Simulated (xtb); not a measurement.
The xtb input:
```
$ xtb coord --gfn 1 --json

# file coord
$coord
     -0.0040099044       0.1053158353      -0.0026483756  se
     -1.8737868139      -1.8646061842       0.0332221034  h
      2.0101236941      -1.7161325380       0.0568224205  h
$end
```

Q: What does this run give for the total energy, HOMO-LUMO gap?

A: 
```json
{
 "total_energy": "-4.420555 Ha",
 "HOMO-LUMO gap": "6.01 eV"
}
```
